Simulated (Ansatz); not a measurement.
Coupled-cluster run, ClH₈NSi₃, SMILES `[SiH3]N[SiH2][SiH2]Cl`.

```yaml
crystal:
  periodic: [false, false, false]
  atoms:
    - {symbol: Si, position_ang: [-1.191016, -1.012372, 1.247952]}
    - {symbol: N, position_ang: [0.438874, -1.128624, 0.689468]}
    - {symbol: Si, position_ang: [1.161876, -0.380917, -0.687555]}
    - {symbol: Si, position_ang: [0.147755, 1.685245, -1.142102]}
    - {symbol: Cl, position_ang: [-0.072695, 2.717194, 0.634868]}
    - {symbol: H, position_ang: [-1.900751, -0.118992, 0.297463]}
    - {symbol: H, position_ang: [-1.271112, -0.452877, 2.622850]}
    - {symbol: H, position_ang: [-1.865613, -2.339421, 1.260067]}
    - {symbol: H, position_ang: [1.055784, -1.719987, 1.228654]}
    - {symbol: H, position_ang: [2.604757, -0.148482, -0.402974]}
    - {symbol: H, position_ang: [1.089805, -1.207751, -1.929860]}
    - {symbol: H, position_ang: [1.015856, 2.496929, -2.034966]}
    - {symbol: H, position_ang: [-1.193220, 1.575356, -1.769165]}
basis:
  gaussian: {orbitals: def2-TZVPP}
correlation: {method: ccsd_t}
output: {orbitals: {seedname: orbitals}}
```

```sh
$ ansatz run in.yaml --threads 4 --pin off --events-out ev --progress --plain
```

Output of Ansatz, abridged:

```
Functional definition: HF
  name "HF"
  cite "Fock, Z. Phys. 61, 126 (1930) doi:10.1007/BF01340294"
  parent pbe
  exchange = exact_x
  correlation = 0
1774 factors; integrals over basis functions are off by at most 9.2e-4 eV
mean field evaluation 1: about -37699.1570 eV, gradient 3.8e1 eV
mean field evaluation 2: about -37699.4910 eV, gradient 3.8e1 eV
mean field evaluation 4: about -37703.3299 eV, gradient 4.2e0 eV
mean field evaluation 8: about -37703.4093 eV, gradient 2.6e-1 eV
mean field -37703.40962465 eV, -1385.5747474170 hartree, gradient 5.7e-6 eV, S^2 0.000000; 0 other end points of the search recorded, 0 dependent functions left out
21 core orbitals not correlated: weight in the atoms' cores, before any rotation towards them, 1.000 or more for the frozen orbitals, at most 0.000 for the correlated occupied ones
reference -37703.40962465 eV, -1385.5747474170 hartree; 16, 16 occupied and 274, 274 virtual orbitals, 1774 factors
second order -21.07117788 eV of doubles, -0.00000000 eV of singles
cycle   1  -22.43186800 eV  change    -1.4e0 eV  update   1.0e-1
cycle   2  -23.08598202 eV  change   -6.5e-1 eV  update   3.1e-2
cycle   3  -23.16790107 eV  change   -8.2e-2 eV  update   1.3e-2
cycle   4  -23.15739760 eV  change    1.1e-2 eV  update   3.3e-3
cycle   5  -23.15669931 eV  change    7.0e-4 eV  update   1.2e-3
cycle   6  -23.15660525 eV  change    9.4e-5 eV  update   3.4e-4
cycle   7  -23.15649461 eV  change    1.1e-4 eV  update   1.1e-4
cycle   8  -23.15652110 eV  change   -2.6e-5 eV  update   3.5e-5
perturbative correction -0.88197126 eV, -0.0324118461 hartree
Total energy: -37727.44811701 eV, -1386.4581457175 hartree
```

It took 13 min on 4 threads of a server CPU on a shared host, with 3.9 GiB of host memory at the peak.

MP2 recovers 87.7 % of the CCSD(T) correlation energy and the triples give 3.7 %; T1 = 0.0109.
